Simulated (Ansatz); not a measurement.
Compare A (`CC(C)[Si]N`) with its isomer B (`C=C[SiH2]CN`).

Program: Ansatz. Geometries: PBE0-D4/def2-TZVP. ΔE: electronic, gas phase. CCSD(T)/CBS adds triple-zeta CCSD(T) − MP2 to the extrapolated MP2 energy (def2 sets, frozen cores). Functionals use def2-TZVPP. Each species was taken in one conformer, which may not be the lowest.

Q: Which is lower in electronic energy at CCSD(T)/CBS, and by how much? (Best estimate.)

A: The calculation gave: A, by 19.6 kcal/mol.

Q: Give E(B) − E(A) in kcal/mol with r2SCAN-D4, CCSD/def2-TZVPP, BLYP-D4, PBE0-D4, MP2/def2-TZVPP, HF/def2-TZVPP, ωB97M-V. (Best estimate.)

A: The calculation gave: r2SCAN-D4 18.4, CCSD/def2-TZVPP 19.7, BLYP-D4 18.8, PBE0-D4 20.4, MP2/def2-TZVPP 20.7, HF/def2-TZVPP 13.4, ωB97M-V 21.4. None reverses the order clearly.

Q: Does the order hold for the free energy at 298.15 K (harmonic terms from PBE0-D4)? (Best estimate.)

A: Computed: Yes: G(B) − G(A) = +15.6 kcal/mol, for one conformer each. Modes under 60 cm⁻¹, often nearly free rotors, make the harmonic entropy too high.

Largest T1 diagnostic: 0.012.

In def2-TZVPP, CCSD(T) changes the Hartree–Fock value by +6.3 kcal/mol (the triples alone add +0.1 kcal/mol) and MP2 by +7.3 kcal/mol. From BLYP to BHLYP (50 % exact exchange), in def2-TZVPP and without D4, E(B) − E(A) moves by +0.7 kcal/mol.
